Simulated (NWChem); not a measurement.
C$_{2}$H$_{4}$N cation; SMILES C(C)#[NH+]

Computed with NWChem. Pople sets run with spherical d functions. B3LYP is NWChem's, with the RPA form of VWN correlation. Each level has its own optimisation; frequencies are unscaled.

For level Hartree-Fock/6-31G*:

```
Item                               Result
---------------------------------  ------
r C–N (Å)                           1.124
highest harmonic frequency (cm⁻¹)    3923
lowest (cm⁻¹)                         432
zero-point energy (kcal/mol)         38.0
```

Task: What are these values for level B3LYP/6-31G*?

Result: 
| Item | Result |
|---|---|
| r C–N (Å) | 1.148 |
| highest harmonic frequency (cm⁻¹) | 3717 |
| lowest (cm⁻¹) | 394 |
| zero-point energy (kcal/mol) | 35.3 |
